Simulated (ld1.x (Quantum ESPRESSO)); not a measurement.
Cutoff test, titanium, TM semilocal

ld1.x (Quantum ESPRESSO) 7.5 input, shortened:

```
&input
   title='Ti', zed=22., rel=1, dft='REVPBE', iswitch=3,
   config='[Ar] 3d2 4s0 4p0'
 /
 &inputp
   pseudotype=1, tm=.true., lloc=0,
   nlcc=.true., new_core_ps=.true., rcore=1.95
 /
3
4P  2  1   0.00   0.00  2.25  2.25  0.0
3D  3  2   2.00   0.00  2.40  2.40  0.0
4S  1  0   0.00   0.00  2.40  2.40  0.0
 &test
   configts(1)='3d2 4s0 4p0'
 /
```

The pseudo-atom Hamiltonian at the reference potential is diagonalised in spherical Bessel functions j_l(qr) that vanish at 20 bohr, with q² up to the cutoff. All-electron valence levels (Ry): 4p -0.9133, 3d -1.4394, 4s -1.2361.

**Question.** How do the lowest levels (Ry) of each channel move with the cutoff, and are there ghosts?

**Answer.**

| cutoff (Ry) | p #1 | d #1 | s #1 | s #2 | Σ f·Δε (mRy) |
| --- | --- | --- | --- | --- | --- |
| 8 | -0.8840 | -0.7009 | -1.2323 | -0.4999 | 1477.0 |
| 12 | -0.8894 | -0.8178 | -1.2347 | -0.5005 | 1243.0 |
| 18 | -0.9066 | -1.1187 | -1.2359 | -0.5010 | 641.3 |
| 25 | -0.9129 | -1.3224 | -1.2360 | -0.5010 | 233.9 |
| 30 | -0.9131 | -1.3986 | -1.2361 | -0.5010 | 81.5 |
| 40 | -0.9131 | -1.4374 | -1.2361 | -0.5011 | 3.9 |
| 50 | -0.9132 | -1.4392 | -1.2361 | -0.5011 | 0.3 |
| 60 | -0.9132 | -1.4392 | -1.2361 | -0.5011 | 0.3 |
| 400 | -0.9133 | -1.4394 | -1.2361 | -0.5011 | 0.0 |

Result: no extra level below or beside the all-electron valence levels (p, d, s tested); the semilocal form is local in each channel, so this says nothing of the separable form that plane-wave codes build from it; 10 mRy is reached at 40 Ry and 1 mRy at 50 Ry.
